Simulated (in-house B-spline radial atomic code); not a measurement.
Whole-atom quantities along the 23-electron series, configuration [Ar] 3d5. Computed with a radial B-spline atomic code at the basis-set limit: non-relativistic Hartree-Fock, average of the configuration, point nuclei.

This level leaves out relativity, spin-orbit splitting included, which matters for heavy ions.

```csv
ion,Z,E/Z² (Eh),Σ<r²> (bohr²),n(0)/Z³ (bohr⁻³),Lamb diamagnetic shielding (ppm),repulsion over attraction
Rh22+,45,-2.1816,2.0765,0.69987,3869.5,0.099324
Pd23+,46,-2.1921,1.9568,0.70063,3966.22,0.097441
Ag24+,47,-2.2022,1.8474,0.70136,4062.93,0.095624
Cd25+,48,-2.2119,1.747,0.70206,4159.63,0.09387
In26+,49,-2.2213,1.6547,0.70274,4256.33,0.092176
Sn27+,50,-2.2303,1.5695,0.70339,4353.02,0.090539
Sb28+,51,-2.239,1.4909,0.70402,4449.71,0.088957
Te29+,52,-2.2475,1.4181,0.70463,4546.4,0.087426
I30+,53,-2.2556,1.3506,0.70523,4643.09,0.085946
Xe31+,54,-2.2635,1.2878,0.7058,4739.77,0.084513
Cs32+,55,-2.2711,1.2293,0.70635,4836.45,0.083126
Ba33+,56,-2.2785,1.1747,0.70688,4933.12,0.081781
La34+,57,-2.2856,1.1238,0.7074,5029.8,0.080479
Ce35+,58,-2.2925,1.0761,0.70791,5126.47,0.079216
Pr36+,59,-2.2992,1.0314,0.70839,5223.14,0.077991
Nd37+,60,-2.3057,0.98944,0.70887,5319.81,0.076802
Pm38+,61,-2.312,0.95002,0.70932,5416.47,0.075648
Sm39+,62,-2.3181,0.91292,0.70977,5513.14,0.074528
Eu40+,63,-2.324,0.87797,0.7102,5609.8,0.073439
Gd41+,64,-2.3298,0.845,0.71062,5706.46,0.072381
Tb42+,65,-2.3354,0.81386,0.71103,5803.13,0.071353
```

(1) With what power of Z does the column «Σ<r²> (bohr²)» change over this range?

Results:

(1) A fit of the logarithm of its size against log Z from Z = 45 to 65 has slope -2.54. Unscreened non-relativistic hydrogenic orbitals would give -2.
